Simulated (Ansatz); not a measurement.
`[F][GeH2][SH]` + CH₃NH₂ → `C[NH][GeH2][F]` + H₂S at 400 K and 1 bar (ligand exchange at a Ge–S bond).

Isolated molecules relaxed with PBE0-D4/def2-TZVP in Ansatz; ΔE leaves out vibrations. CCSD(T)/CBS is the MP2 limit (def2-TZVPP, def2-QZVPP) plus CCSD(T) − MP2 in def2-TZVPP, frozen cores. This one scheme is used for every species. For Ge outer-core shells are correlated without core-valence functions, which leaves a few kJ/mol of doubt a bond. Scalar relativity is left out up to krypton. One conformer a species, not always the lowest.

```csv
species,CCSD(T)/CBS energy (Eh),H − E (kJ/mol),S (J/(mol·K))
`[F][GeH2][SH]`,-2575.53651,96.6,330.5
CH₃NH₂,-95.75281,185.4,256.0
`C[NH][GeH2][F]`,-2272.30685,220.5,362.1
H₂S,-398.97279,53.4,215.9
```

H − E and S are ideal-gas, rigid-rotor, harmonic terms from PBE0-D4/def2-TZVP, for one conformer and one mirror image of each species. 1 Eh = 2625.50 kJ/mol, R = 8.31446 J/(mol·K).

Q: By hand: ΔE, ΔH, ΔS and ΔG.

A: ΔE = (-2272.30685) + (-398.97279) − (-2575.53651) − (-95.75281) = 0.00968 Eh = 25.4 kJ/mol. Δ(H − E) = 220.5 + 53.4 − 96.6 − 185.4 = -8.1, so ΔH = 17.3 kJ/mol. ΔS = 362.1 + 215.9 − 330.5 − 256.0 = -8.5 J/(mol·K). ΔG = 17.3 − 400 × (-8.5)/1000 = 20.7 kJ/mol.

Q: By hand: the equilibrium constant, and the temperature at which ΔG would vanish if ΔH and ΔS stayed fixed.

A: log₁₀ K = −ΔG/(RT ln 10) = -2.7. ΔH and −TΔS have one sign here, so there is no such temperature.

The number of gas molecules stays the same, so ΔS is small and ΔH decides. A doubt of 5 kJ/mol in ΔE shifts log₁₀ K by 0.7 here. Other conformers and mirror images would add mixing entropy, several J/(mol·K) or more a flexible species. These are equilibria of isolated gas molecules and say nothing of rates. Largest T1 diagnostic: 0.012 (customary marks: 0.02 for closed shells, 0.045 for open ones).

ΔS is within the doubt of such terms, so its sign, and with it that verdict, could turn.
